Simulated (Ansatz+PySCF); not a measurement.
The numbers below are computed, except where a source is named.
## Several solutions for quartet CoO

```xyz
2

Co    0.0000    0.0000    0.0000
O     0.0000    0.0000    1.6942
```

Basis set: def2-SVP (spherical functions). Charge 0, multiplicity 4.

ωB97X (unrestricted) was run from several starts with Ansatz (development build ahead of 0.2.0) and PySCF 2.14.0.

```csv
run,program,start,converged,energy (hartree),<S²>
A,Ansatz,"atomic start, no search",yes,-1457.64463,3.88
B,PySCF,program defaults,yes,-1457.62296,3.77
C,Ansatz,stability test followed,yes,-1457.64463,3.88
D,Ansatz,search for the lowest state,yes,-1457.64463,3.88
```

Q: Which runs reached the lowest solution of this kind, and what is wrong with the others?

A: A, C, D reached the lowest solution found. Converged but too high: B by 0.59 eV. Convergence only shows a stationary point, and even a stable one can lie too high; stability tests and further starts are what find lower ones. Caution: another spin multiplicity may lie lower. Caution: the unrestricted determinant is spin contaminated.
